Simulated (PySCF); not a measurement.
Question: Write Cartesian coordinates for `C=N[Si@@H](C)F` as optimised with PBE0-D3(BJ)/def2-SVP.

Answer: 
```
atom  x, y, z in Å
C1    -2.0468    1.0134   -0.0312
N2    -1.0204    0.6838   -0.6874
Si3    0.0694   -0.6244   -0.3349
C4     1.7719    0.0535   -0.0453
F5    -0.4150   -1.4233    1.0078
H6    -2.3968    0.4891    0.8823
H7    -2.6646    1.8750   -0.3482
H8     0.0026   -1.5875   -1.4644
H9     2.1219    0.5993   -0.9346
H10    1.7682    0.7500    0.8071
H11    2.4858   -0.7556    0.1708
```

Any rigid rotation of these coordinates is as good. Atoms count from 1 in this order. Si3 (fluorine-bound silicon) is distorted tetrahedral (angles from 107.1° to 113.4°). N2 (C=N nitrogen) is bent (angle 126.9°). Of the pairs four or more bonds apart, F5···H6 is among the closest relative to their van der Waals radii: 2.76 Å, 103 % of the sum of Bondi's values.

Bonds between heavy atoms (Å): C1=N2 1.262, N2–Si3 1.739, Si3–C4 1.855, Si3–F5 1.636.

Level of theory: PBE0-D3(BJ)/def2-SVP geometry optimisation, gas phase (PySCF 2.14.0).

Point group: C1 (no symmetry element, even within 0.4 Å). No PBE0-D3(BJ)/def2-SVP frequencies stand behind this structure, so it isn't proved a minimum. The numbers are those of one conformer (C1–N2–Si3–C4 -119°).
